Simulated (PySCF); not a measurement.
## From a computed spectrum to the compound

A species of 5 atoms with charge 1 has these harmonic modes (PBE0, small Gaussian bases with core potentials, PySCF 2.14.0):

```json
{"cm⁻¹": "115", "km/mol": "0.3", "symmetry": "t2"}
{"cm⁻¹": "115", "km/mol": "0.3", "symmetry": "t2"}
{"cm⁻¹": "115", "km/mol": "0.3", "symmetry": "t2"}
{"cm⁻¹": "123", "km/mol": "0.0", "symmetry": "e"}
{"cm⁻¹": "123", "km/mol": "0.0", "symmetry": "e"}
{"cm⁻¹": "442", "km/mol": "0.0", "symmetry": "a1"}
{"cm⁻¹": "463", "km/mol": "63.4", "symmetry": "t2"}
{"cm⁻¹": "463", "km/mol": "63.4", "symmetry": "t2"}
{"cm⁻¹": "463", "km/mol": "63.4", "symmetry": "t2"}
```

**Question.** Which species is it, and in which structure?

**Answer.** [TaCl4]+ (singlet):
```xyz
5

Ta    0.0000    0.0000    0.0000
Cl    1.2817    1.2817    1.2817
Cl   -1.2817   -1.2817    1.2817
Cl    1.2817   -1.2817   -1.2817
Cl   -1.2817    1.2817   -1.2817
```
Ideal gas at 298.15 K and 1 bar: S = 363.5 J/(mol K), Cp = 96.2 J/(mol K), H − H(0 K) = 21.8 kJ/mol (rigid rotor, harmonic modes, spin degeneracy alone). 
 Other answers can fit too; this one was computed.
